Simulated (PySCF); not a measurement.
Zn(iPr)(GeH3), SMILES C[CH](C)[Zn][GeH3] (C3H10GeZn) at its GFN2-xTB optimised geometry (Å):

```
15

Zn    -0.1117    -0.4918     0.0000
C      1.9482    -0.4918     0.0000
C      2.4419     0.2334     1.2549
C      2.4406     0.2446    -1.2488
H      2.4064    -1.4842    -0.0047
H      3.5310     0.3216     1.2365
H      2.0329     1.2430     1.3201
H      2.1669    -0.3086     2.1595
H      2.1660    -0.2901    -2.1578
H      3.5295     0.3341    -1.2299
H      2.0303     1.2544    -1.3054
Ge    -2.4634     0.2402     0.0000
H     -2.8317     1.4842     0.7775
H     -3.1195     0.5924    -1.3152
H     -3.5310    -0.6823     0.5377
```

Calculation: PySCF with PBE0/def2-TZVP. Cells within 0.4 Å of a nucleus heavier than hydrogen are left out (blank, or x).

Map of the Laplacian of the electron density (e/bohr⁵), clipped to [-1.50, 1.50] on the plane z = 0.0 Å:

```
|5555555555555555555555555555555|
|5555555555555555555555555555555|
|5555555555555555555555555555555|
|5555555555555555555555555555555|
|5555555555555555555555555555555|
|5555555555555555555555555555555|
|5555555555555555555555555555555|
|5555555555555555555555555555555|
|5555555555555555555555555555555|
|5555555555555555555555555555555|
|5555555555555555555555555555555|
|5555555555555555555555555555555|
|5555555555555555555555555555555|
|5555555599955555555555555555555|
|55555559xx964566555555555555555|
|555555589x954799955545555555555|
|55555555998459xx964xx5555555555|
|555555555555599x9544x3555555555|
|5555555555555599655531555555555|
|5555555555555555555550555555555|
|5555555555555555555555555555555|
|5555555555555555555555555555555|
|5555555555555555555555555555555|
|5555555555555555555555555555555|
|5555555555555555555555555555555|
|5555555555555555555555555555555|
|5555555555555555555555555555555|
|5555555555555555555555555555555|
|5555555555555555555555555555555|
|5555555555555555555555555555555|
|5555555555555555555555555555555|
```
Scale: ten equal steps from -1.50 (start of '0') to 1.50 (end of '9'), in the order '0123456789'; x runs from -6.00 to 6.00, y from -6.00 (bottom) to 6.00 (top).
